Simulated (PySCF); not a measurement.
**F2H4P2Si: core ionisation energies**

SiH3PHPF2, F₂H₄P₂Si.
Structure used (PBE0-D3(BJ)/def2-SVP), in Å, numbered top down from 1:
```
atom  x, y, z in Å
F1     2.567    1.731    0.534
P2     1.888    0.275    0.388
F3     1.649    0.316   -1.216
P4    -0.188    0.834    1.005
Si5   -1.228   -0.548   -0.470
H6    -0.188   -0.132    2.060
H7    -2.562   -0.857    0.123
H8    -0.483   -1.822   -0.703
H9    -1.395    0.187   -1.753
```

Computed, not measured: delta-SCF UKS SCAN, pcX-2 on the ionised atom, pcseg-1 elsewhere, spin-free X2C (PySCF 2.14.0). These are vertical core ionisation energies against the vacuum level, from separate self-consistent calculations with and without the core hole.

**Question.** What binding energy does each computed site have?

**Answer.** 
```json
{"atom(s)": "P2", "environment": "three-coordinate phosphorus", "level": "P 1s", "binding energy (eV)": "2153.37", "2p1/2 (eV)": "–", "above the level's lowest (eV)": "+3.47", "count": "1"}
{"atom(s)": "P4", "environment": "three-coordinate phosphorus", "level": "P 1s", "binding energy (eV)": "2149.90", "2p1/2 (eV)": "–", "above the level's lowest (eV)": "0.00", "count": "1"}
{"atom(s)": "Si5", "environment": "SiH3 silicon", "level": "Si 1s", "binding energy (eV)": "1846.92", "2p1/2 (eV)": "–", "above the level's lowest (eV)": "0.00", "count": "1"}
{"atom(s)": "F1/F3", "environment": "phosphorus-bound fluorine", "level": "F 1s", "binding energy (eV)": "692.71", "2p1/2 (eV)": "–", "above the level's lowest (eV)": "0.00", "count": "2"}
{"atom(s)": "P4", "environment": "three-coordinate phosphorus", "level": "P 2p3/2", "binding energy (eV)": "136.43", "2p1/2 (eV)": "137.32", "above the level's lowest (eV)": "0.00", "count": "1"}
{"atom(s)": "Si5", "environment": "SiH3 silicon", "level": "Si 2p3/2", "binding energy (eV)": "107.16", "2p1/2 (eV)": "107.78", "above the level's lowest (eV)": "0.00", "count": "1"}
```

Lowest listed P 1s: P4, bonded to H, P and Si. Highest, 3.47 eV above it: P2, bonded to 2 F and P. Summing the Pauling electronegativity differences to the bonded atoms, each weighted by its formal bond order, gives -0.28 for the lowest site and +3.58 for the highest.

**Question.** What is the longest wavelength that can ionise F 1s of F1/F3 vertically?

**Answer.** λ = hc/E = 12398.42 eV Å / 692.71 eV = 17.898 Å.

Topologically equivalent atoms share the value of their first member; where this conformer doesn't relate them by symmetry, their own values could differ. The list is incomplete; no value stands for P 2p of P2. The 2p values add to the ΔSCF energy of one spin-free hole a correction within the shell (spin–orbit coupling, ligand field). 2p1/2 minus 2p3/2 (ligand field included): P 0.89 eV, Si 0.62 eV. One conformer (not necessarily the lowest) at the PBE0-D3(BJ)/def2-SVP geometry, without solvent, vibrations or thermal averaging.

Time: 26 s of wall time; peak memory 0.47 GiB. Hardware: an Arm Neoverse V1 with one thread, shared host with 32 logical CPUs at a one-minute load of 9.2.
